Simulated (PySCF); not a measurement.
**[ScSe2]-, singlet: data card**

Method: PBE0/[Sc def2-SVPD, Se def2-SVPD], no relativity, density fitting, PySCF.

The structure is a minimum.

Coordinates in bohr (charge -1 multiplicity 1):
```
Sc    0.0000    0.0000   -0.7326
Se    4.4220    0.0000    0.1825
Se   -4.4220    0.0000    0.1825
```

```
Point group                                                                   : C2v
Bond lengths                                                                  : Sc–Se 2.390 Å (×2)
Bond angles                                                                   : Se–Sc–Se 156.6°
Zero-point energy                                                             : 4.3 kJ/mol
Lowest empty level                                                            : 1.25 eV
Rotational constants                                                          : 2.049, 0.01926, 0.01908 cm⁻¹
Principal quadrupole moments (Buckingham, traceless) about the centre of mass : -45.82, 21.97, 23.85 D Å
Heat capacity Cp at 298.15 K                                                  : 54.8 J/(mol K)
Entropy at 298.15 K and 1 bar                                                 : 316.3 J/(mol K)
Rotational symmetry number                                                    : 2
Highest occupied level                                                        : -1.92 eV
Enthalpy at 298.15 K above 0 K                                                : 14.19 kJ/mol
Principal polarisabilities                                                    : 115.0, 115.8, 211.1 bohr³
Dipole moment about the centre of mass                                        : 2.74 D
```

Harmonic modes (masses in u: Sc 44.956, Se 79.917):
```csv
symmetry,ω (cm⁻¹),IR (km/mol)
a1,39,26.4
a1,252,4.6
b2,427,274
```

In C2v the vibrations span 2a1 + b2. Here b1 is antisymmetric to the molecular plane and b2 lies in it.

Charges (e); Mulliken and Löwdin values are unreliable with diffuse functions:
```json
{"atom": "Sc1", "Mulliken": "0.75", "Löwdin": "0.36", "polar tensor": "1.57", "Mayer order to Sc1": "–"}
{"atom": "Se2,3", "Mulliken": "-0.87", "Löwdin": "-0.68", "polar tensor": "-1.28", "Mayer order to Sc1": "1.74"}
```

Mulliken populations on Sc1: s 6.33, p 12.53, d 1.36, f 0.03.

Outer orbital energies (eV). occupied: -12.66, -12.30, -3.43, -2.48, -2.44, -1.99, -1.98, -1.92; empty: 1.25, 2.09, 2.09, 2.90.

Formally Sc is in oxidation state +3, d0. A d0 centre has no lone pair, yet it is C2v rather than linear: covalent bonding through the d orbitals favours lower symmetry. The polar-tensor charge on Sc, 1.57, is far below the formal one.

Only a few start shapes were tried, so a lower isomer may exist. The lowest empty level of this anion is unbound, so it and the gap depend on the basis.

The final relaxation and frequency run took of the order of 110 core-seconds on a shared host.
